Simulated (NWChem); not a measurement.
# CaO; SMILES [O]=[Ca]

```xyz
2

Ca     0.0000     0.0000    -0.5161
O      0.0000     0.0000     1.3070
```
Atoms are numbered in this order, from 1.

Computed with NWChem. Pople sets run with spherical d functions. STO-3G and 3-21G are far too small for this property and stand as cheap habits. All runs use the structure optimised with PBE-D3(BJ)/def2-SVP. Vertical excitations in the gas phase; the lowest state need not have the same character in each row.

| level | basis functions | lowest excitation, singlet (eV) | oscillator strength of that lowest state | lowest state with f > 0.02, singlet (eV) | oscillator strength of that bright state | orbital gap (eV) |
|---|---|---|---|---|---|---|
| PBE/3-21G, TDA | 26 | 1.08 | 0.020 | 1.08 | 0.020 | 0.78 |
| PBE/6-31G*, TDA | 36 | 1.19 | 0.010 | 2.62 | 0.118 | 0.97 |
| PBE/6-31+G*, TDA | 44 | 1.26 | 0.005 | 2.85 | 0.139 | 1.05 |
| PBE/def2-SVP, TDA | 38 | 1.47 | 0.003 | 1.69 | 0.045 | 1.19 |
| PBE/def2-SVPD, TDA | 50 | 1.56 | 0.003 | 1.91 | 0.079 | 1.39 |
| PBE/def2-TZVP, TDA | 67 | 1.52 | 0.004 | 1.89 | 0.079 | 1.33 |
| PBE/def2-TZVPD, TDA | 76 | 1.54 | 0.003 | 1.90 | 0.082 | 1.36 |
